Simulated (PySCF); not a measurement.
SMILES CC([SiH2]C(=O)C)C (C5H12OSi), singlet, GFN2-xTB optimised geometry. Atoms within 1.6 Å of the plane z = 0.6 Å (x, y, z in Å): C1 (1.72, -1.78, 0.00), C2 (0.21, -1.78, 0.00), O3 (-0.43, -2.81, 0.01), Si4 (-0.67, -0.07, 0.00), C5 (-0.24, 0.82, 1.63), C6 (-0.90, 2.20, 1.69), H8 (2.07, -1.29, 0.91), H9 (2.11, -2.80, -0.04), H10 (2.08, -1.21, -0.85), H12 (-2.11, -0.31, -0.12), H13 (0.84, 0.98, 1.67), H14 (-0.60, 2.81, 0.85), H16 (-1.99, 2.10, 1.67).

Computed with PBE0/def2-SVP run with PySCF 2.14.0.

Map of the deformation density (molecule minus spherical neutral atoms) (e/bohr³) on the plane z = 0.6 Å:

```
|2222222222222222222222222222222|
|2222222222222222222222222222222|
|2222222222222222222222222222222|
|2222222222222222222222222222222|
|2222222222222222222222222222222|
|2222222222222112222222222222222|
|2222222222222211222222222222222|
|2222222222223422222222222222222|
|2222222222122322222222222222222|
|2222222222111211122222222222222|
|2222222222111111122222222222222|
|2222222222111111122222222222222|
|2222222222112222222222222222222|
|2222222222112443222222222222222|
|2222222222222443212222222222222|
|2222222222222232111222222222222|
|2222222223321122111122222222222|
|2222222222211122211122222222222|
|2222222222211233211234322222222|
|2222222222211222111269522222222|
|2222222222221110012368422222222|
|2222222222221121012123222222222|
|2222222222222223111112222222222|
|2222222222222102111122222222222|
|2222222222222112211122222222222|
|2222222222222222222222222222222|
|2222222222222222222222222222222|
|2222222222222222222222222222222|
|2222222222222222222222222222222|
|2222222222222222222222222222222|
|2222222222222222222222222222222|
```
Scale: ten equal steps from -0.029 (start of '0') to 0.089 (end of '9'), in the order '0123456789'; x runs from -5.00 to 5.00, y from -5.00 (bottom) to 5.00 (top).
